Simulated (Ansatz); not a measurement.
A set of 12 reactions (atomization), with CCSD(T)/CBS values in kJ/mol:

```tsv
reaction	ΔE
`O[CH2][Ga]([F])[Cl]` → C• + Cl• + F• + Ga• + 3 H• + O•	2794.9
`F[Si]1([GeH3])CS1` → C• + F• + Ge• + 5 H• + S• + Si•	3372.4
`C=CC(F)(F)Cl` → 3 C• + Cl• + 2 F• + 3 H•	3603.6
`N#C[Si](F)Cl`• → C• + Cl• + F• + N• + Si•	2107.7
`O[SiH]1BC1` → B• + C• + 5 H• + O• + Si•	3243.1
`F[SiH2]OC[SiH3]` → C• + F• + 7 H• + O• + 2 Si•	4252.6
`N#[C][GeH2][C]#N` → 2 C• + Ge• + 2 H• + 2 N•	2929.4
`[SiH3][O][Al]([Cl])[Br]` → Al• + Br• + Cl• + 3 H• + O• + Si•	2749.6
`[I][GeH2][I]` → Ge• + 2 H• + 2 I•	1144.2
`[SiH3]SC[SiH2]Cl` → C• + Cl• + 7 H• + S• + 2 Si•	3869.3
`CSC(F)[SiH3]` → 2 C• + F• + 7 H• + S• + Si•	4110.9
H₂S → 2 H• + S•	768.9
```

Calculated with Ansatz (gas phase, PBE0-D4/def2-TZVP geometries, no zero-point term in ΔE). CBS: MP2 limit from def2 TZ/QZ plus the TZ coupled-cluster correction, frozen cores. Small cases extrapolate CCSD(T) itself. DFT in def2-TZVPP. B3LYP here is the variant with VWN-RPA as its local correlation; programs differ in this. No spin–orbit coupling; open shells (•) take unrestricted orbitals. Spin–orbit coupling would lower the free atoms: a little for Al, B, C, Cl, F, O, S, Si; clearly for Br, Ga, Ge; strongly for I. def2 core potentials past Kr. Bonds to Br, Ga, Ge, I are less sure, by a few kJ/mol each and by 10 to 20 or more in all where they break to atoms, as the def2 sets lack core-valence functions. Scalar relativity is left out up to krypton. One conformer a species, not always the lowest.

(1) Give the mean, mean absolute and largest difference (level minus CCSD(T)/CBS, kJ/mol) for: PBE-D4, PBE0-D4, ωB97X-V, ωB97M-V, B2PLYP, PBE0, B3LYP, SCS-MP2/def2-TZVPP, CCSD/def2-TZVPP, CCSD(T)/def2-TZVPP, HF/def2-QZVPP, MP2/def2-QZVPP, SCS-MP2/def2-QZVPP, CCSD/CBS(def2). (Best estimate.)

The largest T1 diagnostic in the set is 0.018, for Al• (customary mark 0.045).

CCSD(T)/CBS is a level of theory with its own doubt, and the functionals carry their triple-zeta basis error, so these figures describe this set and don't rank the functionals.

## Answers

(1) The calculation gave: 
```tsv
level	mean	mean absolute	largest
PBE-D4	43.4	57.9	158.1
PBE0-D4	-14.5	25.4	-67.9
ωB97X-V	7.1	12.9	25.1
ωB97M-V	-0.6	16.4	-49.7
B2PLYP	-44.2	44.2	-75.8
PBE0	-30.9	35.9	-86.9
B3LYP	-52.7	52.7	-93.1
SCS-MP2/def2-TZVPP	-42.2	44.7	-80.5
CCSD/def2-TZVPP	-134.3	134.3	-173.5
CCSD(T)/def2-TZVPP	-83.5	83.5	-113.7
HF/def2-QZVPP	-820.5	820.5	-1107.4
MP2/def2-QZVPP	30.2	37.1	92.4
SCS-MP2/def2-QZVPP	13.2	19.0	73.8
CCSD/CBS(def2)	-51.0	51.0	-83.0
```
